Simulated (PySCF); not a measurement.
**[La(NH3)4]3+: from a saddle point downhill**

PySCF 2.14.0, RKS PBE, La lcecp-1-SVP with ECP46, N def2-SVP, H def2-SVP; non-relativistic Hamiltonian with scalar-relativistic core potentials where named; density fitting; no spin-orbit coupling. Relaxed within the symmetry of its start, the geometry (C2v) is

```xyz
17

La    0.0000    0.0000    0.0009
N     1.5008    1.5008    1.4979
H     1.3787    1.3787    2.5257
H     2.5281    1.3767    1.3728
H     1.3767    2.5281    1.3728
N    -1.5008   -1.5008    1.4979
H    -1.3787   -1.3787    2.5257
H    -2.5281   -1.3767    1.3728
H    -1.3767   -2.5281    1.3728
N     1.5001   -1.5001   -1.5014
H     2.1440   -2.1440   -0.9945
H     0.9917   -2.1429   -2.1452
H     2.1429   -0.9917   -2.1452
N    -1.5001    1.5001   -1.5014
H    -2.1440    2.1440   -0.9945
H    -0.9917    2.1429   -2.1452
H    -2.1429    0.9917   -2.1452
```

and its lowest harmonic modes are -88, -84, -78, -76, 56, 57 cm⁻¹ (negative: unstable). It was moved along the lowest mode and relaxed again, within the group D2 that the move left.

Problem. Where does it end, and how much lower?

Solution. In C2, -0.001 eV lower, after 3 steps:
```xyz
17

La    0.0000    0.0000    0.0011
N     1.4970    1.5082    1.4990
H     1.2203    1.5641    2.5025
H     2.5013    1.2338    1.5523
H     1.5471    2.5109    1.2185
N    -1.4970   -1.5082    1.4990
H    -1.2203   -1.5641    2.5025
H    -2.5013   -1.2338    1.5523
H    -1.5471   -2.5109    1.2185
N     1.5046   -1.4969   -1.5022
H     2.1016   -2.1862   -0.9972
H     0.9996   -2.0921   -2.1931
H     2.1930   -0.9882   -2.0971
N    -1.5046    1.4969   -1.5022
H    -2.1016    2.1862   -0.9972
H    -0.9996    2.0921   -2.1931
H    -2.1930    0.9882   -2.0971
```

Problem. How do the contacts change?

Solution. 
```tsv
contact	saddle (Å)	end (Å)
La1–N2 (NH3)	2.597	2.600
La1–N6 (NH3)	2.597	2.600
La1–N10 (NH3)	2.599	2.601
La1–N14 (NH3)	2.599	2.601
```


No frequency check is given for the end, and other unstable modes may remain.

State: singlet in the valence, with the 4f electrons in the core potential.
